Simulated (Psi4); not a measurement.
C$_{2}$H$_{4}$N$_{3}$, charge +1, singlet, at a GFN2-xTB geometry, atoms displaced at random by about 0.03 Å a coordinate; Psi4 1.11 with R2SCAN/STO-3G, gradient.

Psi4 was given this input:
```
memory 2 GB

molecule mol {
1 1
C    -0.685523   -0.884682   -0.081563
N     0.542171   -1.024658   -0.258951
C     1.073467    0.095187   -0.072473
N     0.173737    1.067841    0.139102
N    -0.986116    0.395669    0.175968
H    -1.443664   -1.712275   -0.135824
H     2.182294    0.337823   -0.114325
H     0.236192    2.077595    0.277141
H    -1.871663    0.907000    0.269986
symmetry c1
no_reorient
no_com
}

set {
  basis sto-3g
  reference rks
}

gradient('r2scan')
print_variables()
```

It wrote (shortened):

```
gradient() will perform analytic gradient computation.

   => Loading Basis Set <=

    Name: STO-3G
    Role: ORBITAL
    Keyword: BASIS

         ---------------------------------------------------------
                                   SCF
               by Justin Turney, Rob Parrish, Andy Simmonett
                          and Daniel G. A. Smith
                              RKS Reference
         ---------------------------------------------------------

  ==> Geometry <==

    Molecular point group: c1
    Full point group: C1

    Geometry (in Angstrom), charge = 1, multiplicity = 1:

       Center              X                  Y                   Z               Mass
    ------------   -----------------  -----------------  -----------------  -----------------
         C           -0.685523000000    -0.884682000000    -0.081563000000    12.000000000000
         N            0.542171000000    -1.024658000000    -0.258951000000    14.003074004430
         C            1.073467000000     0.095187000000    -0.072473000000    12.000000000000
         N            0.173737000000     1.067841000000     0.139102000000    14.003074004430
         N           -0.986116000000     0.395669000000     0.175968000000    14.003074004430
         H           -1.443664000000    -1.712275000000    -0.135824000000     1.007825032230
         H            2.182294000000     0.337823000000    -0.114325000000     1.007825032230
         H            0.236192000000     2.077595000000     0.277141000000     1.007825032230
         H           -1.871663000000     0.907000000000     0.269986000000     1.007825032230

  Running in c1 symmetry.

  Rotational constants: A =      0.34844  B =      0.32204  C =      0.16748 [cm^-1]
  Rotational constants: A =  10446.07923  B =   9654.37456  C =   5020.93053 [MHz]
  Nuclear repulsion =  178.630789133638729

  Charge       = 1
  Multiplicity = 1
  Electrons    = 36
  Nalpha       = 18
  Nbeta        = 18

  ==> Algorithm <==

  SCF Algorithm Type is DF.
  DIIS enabled.
  MOM disabled.
  Fractional occupation disabled.
  Guess Type is SAD.
  Energy threshold   = 1.00e-08
  Density threshold  = 1.00e-08
  Integral threshold = 1.00e-12

  ==> Primary Basis <==

  Basis Set: STO-3G
    Blend: STO-3G
    Number of shells: 19
    Number of basis functions: 29
    Number of Cartesian functions: 29
    Spherical Harmonics?: true
    Max angular momentum: 1

  ==> DFT Potential <==

   => LibXC <=

    Version 7.1.2
    S. Lehtola, C. Steigemann, M. J. T. Oliveira, and M. A. L. Marques,  SoftwareX 7, 1–5 (2018) (10.1016/j.softx.2017.11.002)

   => Composite Functional: R2SCAN <=

    r2SCAN Meta-GGA XC Functional  (0.1021/acs.jpclett.0c02405)
    J. W. Furness, A. D. Kaplan, J. Ning, J. P. Perdew, J. Sun  J. Phys. Chem. Lett.  11, 8208–8215, 2020

    Deriv               =              1
    GGA                 =           TRUE
    Meta                =           TRUE

    Exchange Hybrid     =          FALSE
    MP2 Hybrid          =          FALSE

   => Exchange Functionals <=

    1.0000   XC_MGGA_X_R2SCAN

   => Correlation Functionals <=

    1.0000   XC_MGGA_C_R2SCAN

   => LibXC Density Thresholds  <==

    XC_MGGA_C_R2SCAN:  1.00E-15
    XC_MGGA_X_R2SCAN:  1.00E-11

   => Molecular Quadrature <=

    Radial Scheme          =       TREUTLER
    Pruning Scheme         =           NONE
    Nuclear Scheme         =       TREUTLER

    Blocking Scheme        =         OCTREE
    BS radius alpha        =              1
    Pruning alpha          =              1
    Radial Points          =             75
    Spherical Points       =            302
    Total Points           =         190059
    Total Blocks           =           1463
    Max Points             =            256
    Max Functions          =             29
    Weights Tolerance      =       1.00E-15

   => Loading Basis Set <=

    Name: (STO-3G AUX)
    Role: JKFIT
    Keyword: DF_BASIS_SCF

  ==> Integral Setup <==

[...]
  @DF-RKS Final Energy:  -239.36451563120175
    Total Energy =                       -239.3645156312017548
[...]
         N            0.542171000000    -1.024658000000    -0.258951000000    14.003074004430
         C            1.073467000000     0.095187000000    -0.072473000000    12.000000000000
         N            0.173737000000     1.067841000000     0.139102000000    14.003074004430
         N           -0.986116000000     0.395669000000     0.175968000000    14.003074004430
         H           -1.443664000000    -1.712275000000    -0.135824000000     1.007825032230
         H            2.182294000000     0.337823000000    -0.114325000000     1.007825032230
         H            0.236192000000     2.077595000000     0.277141000000     1.007825032230
         H           -1.871663000000     0.907000000000     0.269986000000     1.007825032230

  Nuclear repulsion =  178.630789133638729

  ==> Basis Set <==

  Basis Set: STO-3G
    Blend: STO-3G
    Number of shells: 19
    Number of basis functions: 29
    Number of Cartesian functions: 29
    Spherical Harmonics?: true
    Max angular momentum: 1

  ==> DFJKGrad: Density-Fitted SCF Gradients <==

    Gradient:                    1
    J tasked:                  Yes
    K tasked:                   No
    wK tasked:                  No
    Integrals threads:           1
    Schwarz Cutoff:          1E-12
    Fitting Condition:       1E-10

   => Auxiliary Basis Set <=

  Basis Set: (STO-3G AUX)
    Blend: DEF2-UNIVERSAL-JKFIT
    Number of shells: 149
    Number of basis functions: 453
    Number of Cartesian functions: 537
    Spherical Harmonics?: true
    Max angular momentum: 4

  ==> DFT Potential <==

   => LibXC <=

    Version 7.1.2
    S. Lehtola, C. Steigemann, M. J. T. Oliveira, and M. A. L. Marques,  SoftwareX 7, 1–5 (2018) (10.1016/j.softx.2017.11.002)

   => Composite Functional: R2SCAN <=

    r2SCAN Meta-GGA XC Functional  (0.1021/acs.jpclett.0c02405)
    J. W. Furness, A. D. Kaplan, J. Ning, J. P. Perdew, J. Sun  J. Phys. Chem. Lett.  11, 8208–8215, 2020

    Deriv               =              1
    GGA                 =           TRUE
    Meta                =           TRUE

    Exchange Hybrid     =          FALSE
    MP2 Hybrid          =          FALSE

   => Exchange Functionals <=

    1.0000   XC_MGGA_X_R2SCAN

   => Correlation Functionals <=

    1.0000   XC_MGGA_C_R2SCAN

   => LibXC Density Thresholds  <==

    XC_MGGA_C_R2SCAN:  1.00E-15
    XC_MGGA_X_R2SCAN:  1.00E-11

   => Molecular Quadrature <=

    Radial Scheme          =       TREUTLER
    Pruning Scheme         =           NONE
    Nuclear Scheme         =       TREUTLER

    Blocking Scheme        =         OCTREE
    BS radius alpha        =              1
    Pruning alpha          =              1
    Radial Points          =             75
    Spherical Points       =            302
    Total Points           =         190059
    Total Blocks           =           1463
    Max Points             =            256
    Max Functions          =             29
    Weights Tolerance      =       1.00E-15

  -Total Gradient:
     Atom            X                  Y                   Z
    ------   -----------------  -----------------  -----------------
       1        0.189024989036     0.063605540148    -0.007351473939
       2       -0.115723673010     0.179519543808     0.039114198593
       3       -0.177845896152    -0.127207502356    -0.000082838091
       4       -0.020341393734    -0.034710233298    -0.008826784397
       5        0.081549805160    -0.024833468573    -0.010294035774
       6       -0.003289086057    -0.014680784556    -0.001300687209
       7        0.021401517738     0.004005787075     0.000095618342
       8       -0.003449405139    -0.033567890841    -0.006390441974
       9        0.026989996534    -0.009291182556    -0.004335621595

  Variable Map:
  ----------------------------------------------------------------------------
[...]
  Array Variable Map:
  ----------------------------------------------------------------------------
[...]
[...]
```
